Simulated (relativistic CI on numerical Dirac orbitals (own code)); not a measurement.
## Fe5+ (3d3) in a crystal field

Calculated by Dirac-Coulomb-Breit CI, orbitals from a KLI potential per configuration, model QED, valence Slater integrals scaled by 0.8, one configuration in a parametric crystal field (own radial code).

Field parameters in Wybourne normalisation: D3d B²₀ = −7Dσ, B⁴₀ = −14Dq − 21Dτ, B⁴₃ = −14√(10/7) Dq; D4h B²₀ = −7Ds, B⁴₀ = 21(Dq − Dt), B⁴₄ = 21√(5/14) Dq; Td as Oh with Dq negative (B⁴₀ = 21Dq, B⁴₄ = √(5/14) B⁴₀). The field is a parameter set, without covalency.

S is read from ⟨S²⟩ = S(S + 1).

Powder χT (cm³ K mol⁻¹) by Van Vleck's formula, with temperature-independent terms:

| Field | 2 K | 5 K | 10 K | 20 K | 50 K | 100 K | 200 K | 300 K |
| --- | --- | --- | --- | --- | --- | --- | --- | --- |
| D3d, 10Dq = 27100, Dσ = 580, Dτ = -360 cm⁻¹ | 1.49 | 1.7 | 1.75 | 1.77 | 1.78 | 1.78 | 1.79 | 1.8 |
| D3d, 10Dq = 44750, Dσ = 670, Dτ = -420 cm⁻¹ | 1.63 | 1.78 | 1.81 | 1.81 | 1.82 | 1.82 | 1.82 | 1.83 |
| D4h, 10Dq = 18100, Ds = -210, Dt = 810 cm⁻¹ | 1.21 | 1.45 | 1.59 | 1.64 | 1.66 | 1.68 | 1.69 | 1.71 |
| D4h, 10Dq = 18900, Ds = -690, Dt = -720 cm⁻¹ | 1.6 | 1.72 | 1.75 | 1.76 | 1.76 | 1.77 | 1.78 | 1.78 |
| D4h, 10Dq = 29900, Ds = 1610, Dt = 530 cm⁻¹ | 1.72 | 1.77 | 1.77 | 1.78 | 1.78 | 1.78 | 1.79 | 1.8 |
| Td, 10Dq = -7000 cm⁻¹ | 0.218 | 0.226 | 0.241 | 0.269 | 0.349 | 0.46 | 0.653 | 0.836 |
| Td, 10Dq = -16050 cm⁻¹ | 0.305 | 0.314 | 0.329 | 0.36 | 0.445 | 0.558 | 0.746 | 0.924 |
| Td, 10Dq = -19600 cm⁻¹ | 0.36 | 0.367 | 0.377 | 0.398 | 0.46 | 0.556 | 0.726 | 0.889 |

(1) For Td, 10Dq = -16050 cm⁻¹: what effective moment follows at 300 K?

Answers

(1) μ_eff = √(8χT) = 2.72 μB. The ground level has S = 1.49; the spin-only moment for S = 3/2 is 3.88 μB. The difference comes from the orbital moment, spin-orbit mixing of terms and temperature-independent paramagnetism, all larger in this ionic model than in covalent complexes.
